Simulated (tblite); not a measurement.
Species: Ge2H10SSi2.
Numbering: `[SiH3:1][S:2][SiH2:3][GeH2:4][GeH3:5]` (hydrogens: H6, H7, H8 on Si1; H9, H10 on Si3; H11, H12 on Ge4; H13, H14, H15 on Ge5)

Structure used (GFN2-xTB), in Å, numbered top down from 1:
```xyz
15
Ge2H10SSi2 angstrom
Si     2.3964    1.0678   -0.0770
S      1.5859    0.3224    1.7598
Si     0.5241   -1.4466    1.1616
Ge    -0.9846   -1.0485   -0.5956
Ge    -2.3363    0.9157   -0.6864
H      3.2193    0.0173   -0.6683
H      1.2797    1.4058   -0.9587
H      3.1600    2.2265    0.3457
H      1.5189   -2.4445    0.7666
H     -0.1345   -1.8440    2.3991
H     -0.2809   -1.1646   -1.9345
H     -1.9189   -2.2385   -0.6816
H     -3.3313    1.0087    0.4317
H     -3.1493    1.0364   -1.9439
H     -1.5529    2.1942   -0.6137
```

All values are computed: GFN2-xTB (tblite) harmonic vibrations without scaling, gas phase. The method is semi-empirical: single wavenumbers can be off by several per cent or more. Modes of hydrogen on germanium and silicon can be 10 to 20 % off. One conformer, not necessarily the lowest. The optimisation stopped once no atom felt more than 0.01 eV/Å.

Lowest wavenumbers of the output (negative numbers stand for imaginary wavenumbers):
```
mode    cm-1
  1     -27.9
  2      21.0
  3      39.3
  4      47.9
  5      88.7
  6      99.4
  7     141.2
  8     242.4
```

Is this structure a minimum?

Not by this Hessian. 1 mode is imaginary beyond 20i (28i cm⁻¹), so at this level the point lies at or near a first-order saddle. The curvature is small, so loose convergence or finite differences may be the whole cause.

Which atoms move in the imaginary mode?

28i: H14 (Ge–H hydrogen) 33 %, H15 (Ge–H hydrogen) 33 %, H13 (Ge–H hydrogen) 32 %. These are shares of the mass-weighted motion.

What is the remedy?

Step along that mode in both directions, optimise again with tighter thresholds and repeat the frequencies. The zero-point energy of this point (49.5 kcal/mol) counts the 38 real modes alone, and thermal corrections from it aren't those of a minimum.
